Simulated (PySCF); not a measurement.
# `FC(F)OC=C1CC1`, C5H6F2O

Molfile (atoms numbered from 1):
```
C5H6F2O
     RDKit          3D

 14 14  0  0  0  0  0  0  0  0999 V2000
    3.0993    1.2739    0.3793 F   0  0  0  0  0  0  0  0  0  0  0  0
    1.9482    0.6998    0.0054 C   0  0  0  0  0  0  0  0  0  0  0  0
    2.2427   -0.0590   -1.0843 F   0  0  0  0  0  0  0  0  0  0  0  0
    1.4976   -0.0475    1.0314 O   0  0  0  0  0  0  0  0  0  0  0  0
    0.1877   -0.5101    0.9504 C   0  0  0  0  0  0  0  0  0  0  0  0
   -0.6393   -0.3536   -0.0507 C   0  0  0  0  0  0  0  0  0  0  0  0
   -1.9699   -0.6449   -0.5923 C   0  0  0  0  0  0  0  0  0  0  0  0
   -0.9535    0.1316   -1.4000 C   0  0  0  0  0  0  0  0  0  0  0  0
    1.2490    1.4887   -0.3302 H   0  0  0  0  0  0  0  0  0  0  0  0
   -0.0539   -1.0423    1.8573 H   0  0  0  0  0  0  0  0  0  0  0  0
   -2.8197   -0.1150   -0.1863 H   0  0  0  0  0  0  0  0  0  0  0  0
   -2.1924   -1.6614   -0.8819 H   0  0  0  0  0  0  0  0  0  0  0  0
   -0.4760   -0.3508   -2.2414 H   0  0  0  0  0  0  0  0  0  0  0  0
   -1.1204    1.1900   -1.5484 H   0  0  0  0  0  0  0  0  0  0  0  0
  1  2  1  0
  2  3  1  0
  2  4  1  0
  4  5  1  0
  5  6  2  3
  6  7  1  0
  7  8  1  0
  8  6  1  0
  2  9  1  0
  5 10  1  0
  7 11  1  0
  7 12  1  0
  8 13  1  0
  8 14  1  0
M  END
```

Method used: PySCF 2.14.0, GIAO PBE/pcSseg-1 magnetisability, rotational g tensor and spin-rotation constants, non-relativistic, gas phase. Geometry: GFN2-xTB.

**Question.** Give the nuclear spin-rotation constants along the inertial axes (H = +C I·J) beside the isotropic shieldings.

**Answer.** Rotational constants 4.7111, 1.2330, 1.0739 GHz. A star marks the isotopologue with that one atom substituted, in its own axes.
| atom | isotope | Caa (kHz) | Cbb (kHz) | Ccc (kHz) | mean (kHz) | σ (ppm) |
| --- | --- | --- | --- | --- | --- | --- |
| F1 | 19F | 4.311 | 1.392 | 1.573 | 2.425 | 267.2 |
| F3 | 19F | 6.485 | 1.650 | 1.260 | 3.131 | 245.3 |
| H9 | 1H | -0.255 | -0.083 | 0.025 | -0.104 | 24.3 |
| H10 | 1H | -0.441 | 0.089 | -0.090 | -0.147 | 24.7 |
| H11 | 1H | -0.257 | -0.116 | -0.058 | -0.144 | 30.3 |
| H12 | 1H | -0.290 | -0.138 | -0.032 | -0.153 | 30.3 |
| H13 | 1H | -0.498 | -0.029 | -0.074 | -0.200 | 30.0 |
| H14 | 1H | -0.509 | -0.110 | -0.007 | -0.208 | 30.3 |
| C2 | 13C* | 1.466 | 0.376 | 0.336 | 0.726 | 55.5 |
| O4 | 17O* | -1.131 | -0.282 | -0.167 | -0.527 | 141.8 |
| C5 | 13C* | 1.736 | 0.457 | 0.266 | 0.820 | 44.4 |
| C6 | 13C* | 1.937 | 0.406 | 0.098 | 0.814 | 80.0 |
| C7 | 13C* | 0.864 | 0.169 | 0.074 | 0.369 | 176.0 |
| C8 | 13C* | 0.684 | 0.221 | 0.088 | 0.331 | 172.2 |

For the geometry as given, no vibrational averaging.

**Question.** How do the rotational constants and the g tensor change when H9, H10, H11, H12, H13, H14 are replaced by deuterium?

**Answer.** Constants 4.1007, 1.1310, 0.9847 GHz; g -0.0318, -0.0110, -0.0031, against -0.0365, -0.0115, -0.0034 before.
